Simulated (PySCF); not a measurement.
## From a computed spectrum to the compound

A species of 9 atoms with charge -1 has these harmonic modes (B3LYP, small Gaussian bases with core potentials, PySCF 2.14.0):

```csv
cm⁻¹,km/mol,symmetry
43,0.5,
77,17.2,
80,4.9,
91,1.4,
123,26.7,
143,74.3,
148,78.0,
161,1.3,
201,185.3,
460,100.1,
464,95.9,
464,95.8,
470,0.0,
817,0.0,
837,50.1,
840,101.2,
841,101.1,
3782,1.1,
3783,3.9,
3784,2.3,
3784,3.9,
```

Problem. Which species is it, and in which structure?

Solution. [Tl(OH)4]− (singlet):
```xyz
9

Tl    0.0000    0.0000    0.0000
O     1.0179    1.5220    1.1679
H     1.8269    1.0637    1.4406
O    -1.0179   -1.5220    1.1679
H    -1.8269   -1.0637    1.4406
O     1.5220   -1.0180   -1.1679
H     1.0634   -1.8268   -1.4410
O    -1.5220    1.0180   -1.1679
H    -1.0634    1.8268   -1.4410
```
Ideal gas at 298.15 K and 1 bar: S = 429.0 J/(mol K), Cp = 138.0 J/(mol K), H − H(0 K) = 29.9 kJ/mol (rigid rotor, harmonic modes, spin degeneracy alone; the modes under 60 cm⁻¹ make these uncertain). 
 Other answers can fit too; this one was computed.
